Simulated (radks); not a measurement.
Polarisabilities and homonuclear dispersion coefficients (atomic units). Code: a radial shooting solver on a logarithmic mesh with Libxc functionals. Model: scalar-relativistic Kohn-Sham, LDA (Slater exchange, Perdew-Wang correlation), spin-unpolarised, spherical densities, finite nucleus; Fermi nuclear charge, rms radius of each element as measured or else 0.836 A^(1/3) + 0.57 fm. Response by self-consistent Sternheimer equations with the Hartree and adiabatic LDA kernel, the relativistic mass of each level held fixed and spin-orbit coupling left out. "Uncoupled" leaves out the induced potential. Quadrupole and octupole values are given only where no p, d or f shell is open.

| species | configuration | alpha1 (bohr^3) | alpha1, uncoupled | alpha2 (bohr^5) | alpha3 (bohr^7) | C6 | C8 | recommended alpha1 |
|---|---|---|---|---|---|---|---|---|
| Cu | [Ar] 3d10 4s1 | 39.20 | 61.39 | 438.7 | 6532 | 250.8 | 12130 | 46.5 +/- 0.5 |
| Zn+ | [Ar] 3d10 4s1 | 15.67 | 23.27 | 69.03 | 630.4 | 65.45 | 1667 | - |
| Ga2+ | [Ar] 3d10 4s1 | 8.614 | 12.34 | 24.03 | 143.9 | 26.51 | 451.7 | - |
| Ge3+ | [Ar] 3d10 4s1 | 5.447 | 7.614 | 10.93 | 47.39 | 13.15 | 166.4 | - |
| As4+ | [Ar] 3d10 4s1 | 3.736 | 5.128 | 5.772 | 19.23 | 7.360 | 73.29 | - |
| Se5+ | [Ar] 3d10 4s1 | 2.704 | 3.659 | 3.357 | 8.941 | 4.466 | 36.32 | - |
| Br6+ | [Ar] 3d10 4s1 | 2.034 | 2.721 | 2.089 | 4.575 | 2.873 | 19.58 | - |
| Kr7+ | [Ar] 3d10 4s1 | 1.575 | 2.087 | 1.368 | 2.514 | 1.931 | 11.24 | - |
| Rb8+ | [Ar] 3d10 4s1 | 1.248 | 1.640 | 0.9312 | 1.461 | 1.345 | 6.785 | - |

Recommended values: Schwerdtfeger and Nagle, table of static dipole polarisabilities (2023 update), measured or computed.

Beside tabulated values, note that spin-unpolarised runs miss the spin-polarisation part of the exchange energy of open shells.
